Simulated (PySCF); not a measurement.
# Calculated NMR parameters of tetrahydropyran-4-one

| Quantity | Value |
| --- | --- |
| Formula | C5H8O2 |
| SMILES | O=C1CCOCC1 |
| Point group of the computed structure | Cs |
| Degrees of unsaturation | 2 |
| Carbon signals | 3 |
| Proton signals | 2 |

Structure with atom numbers: `[O:1]=[C:2]1[CH2:3][CH2:4][O:5][CH2:6][CH2:7]1`. Each H is labelled by its parent atom.

PySCF 2.14.0 with density-fitted response routines calculation with PBE0-D3(BJ)/def2-SVP structure, spin–spin couplings from B3LYP/pcJ-1 (without the spin–dipole term) and GIAO PBE0/pcSseg-1 shieldings; in vacuum, equivalent nuclei averaged, a single conformation, non-relativistic.

References, each an isolated molecule treated in the same way: ¹H (31.27 ppm), ¹³C (184.41 ppm) against TMS; ¹⁷O (334.56 ppm) against H2O.

| carbon | δC, type | δH (multiplicity, J in Hz) | HMBC from (abs. J ≥ 3 Hz) | span of the C tensor (ppm) |
| --- | --- | --- | --- | --- |
| C2 | 207.9, C | – | H(C4)/H(C6), H(C3)/H(C7) | 221 |
| C3/C7 | 45.5, CH2 | 2.16 (m) | – | 38 |
| C4/C6 | 69.8, CH2 | 3.78 (m) | H(C4)/H(C6) | 83 |

Other nuclei:
| atoms | nucleus | environment | δ (ppm) | σ (ppm) |
| --- | --- | --- | --- | --- |
| O1 | ¹⁷O | ketone oxygen | 681.0 | -346.4 |
| O5 | ¹⁷O | ether oxygen | 51.2 | 283.4 |

Selected couplings (Hz, signed; the shortest-range and largest first, 30 at most; isotopes ¹³C, ¹H): ¹J(C4,H(C4)) 149.6, ¹J(C3,H(C3)) 135.9, ¹J(C2,C3) 39.7, ¹J(C3,C4) 33.3, ²J(C2,C4) -2.2, ³J(H(C3),H(C4)) 7.7, ³J(H(C3),H(C4)) 5.5.

Carbon types of the structure: 1 × C, 4 × CH2, which accounts for all hydrogens. δC 207.9: ketone carbonyl carbon; low-lying n→π* states of the double bond to the heteroatom give a large paramagnetic term (-272 ppm). δC 69.8: sp3 CH2 bonded to O; deshielded by the electronegative neighbour. δC 45.5: sp3 CH2 α to a carbonyl; the adjacent C=O deshields it moderately. δH 3.78: hydrogen on an sp3 CH2 bonded to O; its carbon carries O, which withdraws density. δH 2.16: hydrogen on an sp3 CH2 α to a carbonyl; α to C=O.

Multiplet labels drop couplings under 1 Hz and merge nearly equal ones. Couplings among chemically equivalent protons are left out too, so labels in AA′BB′ or AA′XX′ sets are apparent multiplicities. Unscaled 3J(H,H) at this level run about 10 % above measured values. Shifts are as computed. Against solution values, carbons near 30 ppm lie about +2 ppm off and those near 130 ppm about +5 ppm. Of 1211 compounds with measured shifts, 218 miss one by over three times the rms of a fit or turn the order of signals round; such compounds aren't used in these exercises. Unscaled 17O shifts of doubly bonded oxygen tend to come out too high, by tens of ppm or more. Experimental scales use liquid or dissolved standards, which lie at an offset from isolated H2O (liquid H2O: subtract about 36 ppm).
